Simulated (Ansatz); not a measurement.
The cluster TiSi₄, relaxed as a singlet with RKS r2SCAN-D4/def2-SVP in Ansatz, starting from the GFN2-xTB geometry. Force threshold 0.02 eV/Å.

The relaxation made no stability test and no search for a lower SCF solution. The structure comes from a short search, and lower isomers may exist.

Start:

```xyz
5

Ti   -0.9670   -0.8531    1.0361
Si   -0.5785    1.0214   -0.5894
Si    0.1162   -2.3809   -0.5053
Si    1.2526   -0.4283    1.9154
Si    0.1767    2.6408   -1.8567
```

```tsv
step	energy (eV)	largest force component (eV/Å)	SCF passes
1	-54602.2279	1.529	64
2	-54603.1030	1.420	44
3	-54603.9591	1.255	42
4	-54604.5437	0.552	40
5	-54604.5980	0.490	34
6	-54604.7089	0.323	38
7	-54604.8478	0.790	37
8	-54605.1223	0.955	31
9	-54605.5098	1.140	32
10	-54605.9182	0.874	31
11	-54606.0243	0.832	32
12	-54606.2306	0.603	30
13	-54606.4819	0.557	30
14	-54606.7463	0.486	30
15	-54606.8514	0.378	29
16	-54606.8678	0.007	25
```

Force components are those of the run's own axes.

End:

| atom | x (Å) | y (Å) | z (Å) |
| --- | --- | --- | --- |
| Ti1 | -0.961 | -1.130 | 1.205 |
| Si2 | -1.227 | 0.600 | -0.393 |
| Si3 | 0.477 | -1.154 | -0.678 |
| Si4 | 0.728 | 0.529 | 1.100 |
| Si5 | 0.984 | 1.155 | -1.235 |

Bonds formed: Si2–Si3, Si2–Si4, Si3–Si4, Si3–Si5, Si4–Si5 (atoms count from 1).

No frequencies were taken in this run, so the end may be a saddle point.

It took 44 s on 4 threads of Arm Neoverse V2 on a shared host.
